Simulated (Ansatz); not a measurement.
System: BSiH$_{3}$Cl, charge 0, doublet. BSiH3Cl (SMILES [SiH3][B]Cl, doublet).
B3LYP-D3(BJ)/def2-TZVP minimum from Ansatz (an electronic-structure program):
```
Si
H 1 1.4829
H 1 1.4829 2 108.77
H 1 1.4871 2 108.89 3 -118.53
B 1 1.9970 2 107.26 3 115.71
Cl 5 1.7139 1 133.23 2 121.65
```
Charge 0, spin multiplicity 2.

Total energies in cc-pV(D+d)Z, 17 correlated electrons, 11 frozen orbitals. UHF or UKS for unpaired electrons; spin-orbit terms are left out. Correlated methods leave the cores frozen. No relativity.

```csv
method,program,energy (Eh),minus CCSDT(Q) (mEh)
HF,Ansatz,-774.83875,358.99
MP2,Ansatz,-775.13778,59.96
CCSD,Ansatz,-775.18585,11.89
CCSD(T),Ansatz,-775.19570,2.04
CCSDT(Q),Ansatz,-775.19774,0.00
```

Rough core times of Ansatz's runs on a shared machine: CCSD(T) under 20 s, CCSDT(Q) 10 min.
